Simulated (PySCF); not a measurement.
## Excitation energy of Ru⁺ by level of theory

Ru⁺ [Kr] 4d7 (4F) → Ru⁺ [Kr] 4d6 5p1 (high-spin determinant), as a difference of total energies. Computed with PySCF 2.14 in x2c-TZVPPall (8s6p6d2f1g, 79 functions), with scalar relativity by spin-free X2C-1e. Correlated levels: valence: [Kr] frozen. The calculations carry no spin-orbit coupling.

```tsv
method	excitation energy (eV)
UHF	4.791
MP2 (valence)	5.754
SCS-MP2 (valence)	6.132
CCSD (valence)	5.648
CCSD(T) (valence)	5.679
```

How much does correlation contribute at CCSD(T) (valence)?

5.679 − (4.791) = 0.888 eV, measured against UHF.

The basis was made for the ground configuration and has no added diffuse functions, so the excitation energy can come out too high.

The determinant of the upper state mixes LS terms, which raises its energy above the lowest term, most at the Hartree-Fock and MP2 levels.
